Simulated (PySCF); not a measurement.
C₅H₇NO₂.
Z-matrix (Å and degrees, GFN2-xTB geometry), rows numbered from 1:
```
O 
C   1  1.2015
N   2  1.3586  1  126.42
C   3  1.3882  2  126.08  1    -0.13
C   4  1.3299  3  127.14  2  -179.97
C   5  1.4949  4  109.18  3  -179.99
O   6  1.4202  5  105.65  4     0.06
C   7  1.4179  6  110.34  5    -0.08
H   2  1.1065  1  122.89  3   179.94
H   3  1.0104  2  118.62  1  -179.98
H   5  1.0731  4  128.27  3     0.09
H   6  1.1000  5  112.18  4  -119.09
H   6  1.0999  5  112.18  4   119.20
H   8  1.0971  4  111.89  3    60.56
H   8  1.0971  4  111.87  3   -60.68
```

PySCF, density fitting, gas phase, GFN2-xTB geometry. The standard run uses grid level 2 after a coarse-grid start, the def2-universal JK fitting basis (with tight functions added where the orbital basis needs them), an energy threshold of 1e-9 Eh and DIIS. The changed runs have no coarse-grid stage.

Task: Standard PBE0/pcSseg-1: E = -399.425036 Eh, HOMO -6.444 eV, LUMO -0.403 eV, dipole 4.725 D, 14 cycles (coarse-grid cycles included). What changes at PBE0/pcSseg-1 with: fitting basis def2-universal-jkfit?

Result: E = -399.425075 Eh (-0.039 mEh), HOMO -6.444 eV (0.000), LUMO -0.403 eV (0.000), dipole 4.725 D (0.000), 12 SCF cycles. Of the changed settings only the fitting basis enters the energy expression; the total energy moves by 0.02 kcal/mol.

The cycles:
```
cycle   1  E = -399.2397510876  dE =  1.579e+00  |g| = 9.697e-01  |ddm| = 3.582e+00
cycle   2  E = -398.6063324817  dE =  6.334e-01  |g| = 2.020e+00  |ddm| = 2.587e+00
cycle   3  E = -399.4129884706  dE = -8.067e-01  |g| = 2.436e-01  |ddm| = 1.977e+00
cycle   4  E = -399.4223865896  dE = -9.398e-03  |g| = 1.228e-01  |ddm| = 2.654e-01
cycle   5  E = -399.4249917776  dE = -2.605e-03  |g| = 1.920e-02  |ddm| = 8.397e-02
cycle   6  E = -399.4250643211  dE = -7.254e-05  |g| = 7.177e-03  |ddm| = 2.037e-02
cycle   7  E = -399.4250741731  dE = -9.852e-06  |g| = 2.282e-03  |ddm| = 7.018e-03
cycle   8  E = -399.4250752272  dE = -1.054e-06  |g| = 7.456e-04  |ddm| = 1.994e-03
cycle   9  E = -399.4250753392  dE = -1.120e-07  |g| = 2.746e-04  |ddm| = 9.916e-04
cycle  10  E = -399.4250753575  dE = -1.835e-08  |g| = 6.957e-05  |ddm| = 2.844e-04
cycle  11  E = -399.4250753586  dE = -1.093e-09  |g| = 1.736e-05  |ddm| = 8.232e-05
cycle  12  E = -399.4250753587  dE = -5.480e-11  |g| = 6.476e-06  |ddm| = 1.648e-05
```
